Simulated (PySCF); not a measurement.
# A small calculation by hand: chemical shift, span and skew from a shielding tensor

C2H5FSe, SMILES CC[Se]F. Atoms are numbered in the order given.

```xyz
9

Se     0.0942     0.2477     0.7058
F      1.3150     0.8278    -0.4471
C     -0.5737    -1.1554    -0.4454
C     -1.1208    -0.6447    -1.7624
H     -1.3459    -1.6483     0.1713
H      0.2411    -1.8811    -0.5878
H     -0.3451    -0.0837    -2.3028
H     -1.9793     0.0249    -1.6069
H     -1.4421    -1.4846    -2.3987
```

The structure is a stationary point at PBE0-D3(BJ)/def2-SVP. This is a generated structure with no PubChem entry under its InChIKey; it may be hypothetical. Other conformers were not sampled.

GIAO shieldings from PySCF with PBE/pcSseg-1, non-relativistic, no solvent. The symmetric part of the tensor of C3 has the principal values 107.2, 142.7, 146.2 ppm. The same nucleus in TMS has σ = 182.0 ppm at this level (PySCF, at its B3LYP-D3(BJ)/def2-TZVP geometry).

Question: Work out the isotropic shielding, the ¹³C shift against TMS, the span and the skew.

Answer: 
σ(iso) = (σ11 + σ22 + σ33)/3 = 132.0 ppm. δ = σ(ref) − σ(iso) = 182.0 − (132.0) = 50.0 ppm.
Span Ω = σ33 − σ11 = 39.0 ppm. Skew κ = 3(σ(iso) − σ22)/Ω = -0.82. Tumbling in solution averages the tensor to δ; in a static solid the shielding alone would spread this spin-1/2 line over Ω.
